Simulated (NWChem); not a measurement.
CH₂NO, doublet; SMILES [NH]C=O

```xyz
5

N      0.1862    -1.1364    -0.0264
C     -0.4472     0.0356     0.0288
O      0.2369     1.0876    -0.0144
H      1.1755    -1.0713     0.2778
H     -1.5611     0.0510    -0.0381
```
Atoms are numbered in this order, from 1.

Results from NWChem. Geometry optimised at PBE-D3(BJ)/def2-SVP; all other runs use it. Pople sets run with spherical d functions. Spin-unrestricted. Vzz has the sign of the potential's second derivative. Excited states of an open shell can be spin-contaminated.

```
quantity                                                                      level       value
-----------------------------------------------------------  ----------------------  ----------
vertical, lowest excitation (eV)                             LRC-wPBEh/6-31+G*, TDA        0.79
charge (e), ESP O3                                                   B3LYP/def2-SVP  (withheld)
solvation free energy (kcal/mol) in ethanol                      PBE0/def2-SVP, SMD        -3.3
A(iso) 1H atom 5 (MHz)                                              BHandHLYP/pcJ-1  (withheld)
Vzz O3 (a.u.)                                                        B3LYP/def2-SVP      -1.741
lowest empty minus highest occupied level, either spin (eV)          B3LYP/def2-SVP  (withheld)
dipole (D)                                                      PBE-D3(BJ)/def2-SVP  (withheld)
highest harmonic frequency (cm⁻¹)                               PBE-D3(BJ)/def2-SVP        3378
```

### Question
Complete the blanks.

### Answer

- charge (e), ESP O3, value: -0.44
- A(iso) 1H atom 5 (MHz), value: 9.9
- lowest empty minus highest occupied level, either spin (eV), value: 3.04
- dipole (D), value: 1.02
